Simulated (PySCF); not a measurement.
C4H4F2.

```xyz
10

F      0.0229     1.1915     1.0883
C      0.0232     0.3794     0.0000
F      0.0229     1.1915    -1.0883
C      1.0550    -0.7252     0.0000
C      0.1119    -1.6816     0.0000
C     -1.0745    -0.7236     0.0000
H      2.1462    -0.7132     0.0000
H      0.1587    -2.7730     0.0000
H     -1.7055    -0.7273    -0.9028
H     -1.7055    -0.7273     0.9028
```
Charge 0, spin multiplicity 1.

Geometry optimised at B3LYP-D3(BJ)/def2-SVP.

Method: PBE/pcSseg-1 run with PySCF. Non-relativistic, no solvent.

Q: Give the absolute GIAO shielding of each atom: isotropic value and principal components (ppm). (An estimate is asked for; the answer gives what the named calculation found.)

A: 
```
atom  σ(iso)    σ11    σ22    σ33   span
----  ------  -----  -----  -----  -----
F1     275.2  176.9  312.8  335.8  158.8
C2      52.2   36.9   41.8   77.8   40.9
F3     275.2  176.9  312.8  335.8  158.8
C4      36.0  -65.4   46.4  126.9  192.3
C5      29.5  -92.6   22.4  158.6  251.2
C6     128.3  118.4  118.9  147.6   29.2
H7      24.8   24.0   24.8   25.7    1.6
H8      24.4   22.5   25.2   25.5    3.0
H9      28.1   25.8   26.9   31.6    5.9
H10     28.1   25.8   26.9   31.6    5.9
```
